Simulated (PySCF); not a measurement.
**How methods differ on the ionisation energy of Eu⁶¹⁺**

Eu⁶¹⁺ 1s2 (1S) → Eu⁶²⁺ 1s1 (2S), as a difference of total energies. Computed with PySCF 2.14 in an uncontracted even-tempered set (17 s from 160 bohr⁻², ratio 2.2; 7 p from 240 bohr⁻², ratio 2.4; 4 d from 710 bohr⁻², ratio 2.4; 3 f from 1100 bohr⁻², ratio 2.4; 3 g from 1600 bohr⁻², ratio 2.4), with the spin-free X2C one-electron Hamiltonian (Gaussian nucleus). Correlated levels: nothing frozen; virtual orbitals above 40 to 60 times the deepest correlated orbital energy dropped. The calculations carry no spin-orbit coupling.

```
                 method  ionisation energy (eV)  difference from reference (eV)
                    UHF                 55982.3                          +116.4
    MP2 (all electrons)                 55984.1                          +118.2
SCS-MP2 (all electrons)                 55984.4                          +118.5
   CCSD (all electrons)                 55984.1                          +118.2
```

Reference: 55865.93 ± 0.08 eV (theoretical estimate listed by NIST; NIST Atomic Spectra Database, ionization energies).

For this ion Breit and QED terms and the two-electron picture change, all absent here, outweigh the differences among the correlated methods.

With two correlated electrons CCSD is exact in that space.
